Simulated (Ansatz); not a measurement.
Reaction (isomerisation): `C[SiH2][SiH](O)O` → `CO[SiH](O)[SiH3]`

Gas-phase electronic energies from Ansatz, PBE0-D4/def2-TZVP geometries. CBS: MP2 limit from def2 TZ/QZ plus the TZ coupled-cluster correction, frozen cores. Functionals use def2-TZVPP. Each species was taken in one conformer, which may not be the lowest.

| level | ΔE (kcal/mol) | difference from CCSD(T)/CBS |
| --- | --- | --- |
| PBE0-D4 | 21.9 | -0.3 |
| ωB97X-V | 20.5 | -1.7 |
| B2PLYP | 21.0 | -1.2 |
| PBE | 21.3 | -0.9 |
| CCSD/def2-TZVPP | 21.1 | -1.1 |
| CCSD(T)/def2-TZVPP | 21.3 | -0.9 |
| MP2/def2-QZVPP | 23.6 | 1.4 |
| SCS-MP2/def2-QZVPP | 21.8 | -0.4 |
| HF/CBS(def2) | 18.2 | -4.0 |
| MP2/CBS(def2) | 24.0 | 1.8 |
| CCSD(T)/CBS | 22.2 | 0 |

Largest T1 diagnostic among the species: 0.012.

In def2-TZVPP, CCSD(T) changes the Hartree–Fock value by +3.0 kcal/mol (the triples alone add +0.2 kcal/mol) and MP2 by +4.8 kcal/mol.

CCSD(T)/CBS has its own doubt, a few kJ/mol and more with outer-core shells, so smaller differences from it don't rank the levels.
